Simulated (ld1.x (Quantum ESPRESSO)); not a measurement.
**Transferability test, TM potential for bismuth**

* Element: bismuth (Bi)
* Generator: ld1.x (Quantum ESPRESSO) 7.5
* Type: norm-conserving Troullier–Martins (Kleinman–Bylander form)
* Functional: LDA (PZ)
* Relativity: scalar-relativistic
* Frozen core: [Xe] 4f14 5d10
* Valence charge: 5
* Reference configuration: 6s2 6p2.5 (charge +0.5)
* Partial waves: 6s (bound): rc 1.40 bohr; 6d channel at 0.35 Ry: rc 1.80 bohr; 6p (bound): rc 1.90 bohr
* Local potential: the p channel
* Core correction: none

Energies are relative to the spin-unpolarised reference configuration 6s2 6p2.5; without spin polarisation the order of configurations can differ from experiment. Spin-polarised rows fill each open shell by Hund’s rule, majority spin first.

(1) Give the all-electron excitation energy and the error of the potential for: 6s2 6p3; 6s2 6p2; 6s2 6p1; 6s2 6p3.3; 6s1 6p4; 6s1 6p3; 6s0 6p5; 6s2 6p2.5 (spin-polarised); 6s2 6p3 (spin-polarised).

Levels in the configuration 6s2 6p2.5 (spin-polarised):

```tsv
level	all-electron (eV)	pseudo (eV)
6s up	-18.869	-19.020
6p up	-8.591	-8.658
6s down	-17.737	-17.370
```

Note: ghost states, extra bound levels that the all-electron valence spectrum of the same l lacks: s at -80.1 eV, d at -27.3 eV. A true bound ghost makes a file unfit for plane-wave use.

Answers

(1)

```tsv
valence configuration	charge	ΔE all-electron (eV)	error AE − PS (meV)
6s2 6p3	0	-3.208	+3.0
6s2 6p2	+1	4.946	-0.1
6s2 6p1	+2	20.511	+17
6s2 6p3.3	-0.3	-4.360	+5.5
6s1 6p4	0	6.969	+32
6s1 6p3	+1	15.841	+18
6s0 6p5	0	17.514	+171
6s2 6p2.5 (spin-polarised)	+0.5	-0.784	+170
6s2 6p3 (spin-polarised)	0	-4.232	+203
```
